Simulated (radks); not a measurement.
Results of a calculation; reference values are marked as such.
Problem. These are the eigenvalues of the occupied orbitals of an atom or ion with whole-number occupations (hartree). Code: a radial shooting solver on a logarithmic mesh with Libxc functionals. Model: scalar-relativistic Kohn-Sham, SCAN, spin-polarised, spherical densities, finite nucleus; meta-GGA in the generalised Kohn-Sham scheme; Fermi nuclear charge, rms radius of each element as measured or else 0.836 A^(1/3) + 0.57 fm.

| orbital | eigenvalue |
|---|---|
| 1s up | -1616.329 |
| 1s down | -1616.282 |
| 2s up | -278.0545 |
| 2s down | -277.9191 |
| 2p up | -250.4392 |
| 2p down | -250.3076 |
| 3s up | -74.93451 |
| 3s down | -74.85270 |
| 3p up | -66.16175 |
| 3p down | -66.05767 |
| 3d up | -54.10646 |
| 3d down | -53.94940 |
| 4s up | -28.25275 |
| 4p up | -25.15392 |
| 4p down | -24.54272 |
| 4d up | -20.75213 |
| 5p up | -12.82991 |

Which element is it, and in what charge state? The configuration may be excited. Open shells, if any, are filled with parallel spins first.

Solution. Z = 60, neodymium, charge +19: Nd19+ in [Ar] 3d10 4s1 4p6 4d5 5p1. The list shows which subshells hold electrons but not how many an open one holds; the 1s level, -1616.3 hartree, gives Z - s = 56.9 by -(Z - s)^2/2, which with screening and relativity narrows Z to a few neighbours, and the depths of the outer levels then fix element, charge and occupations together.
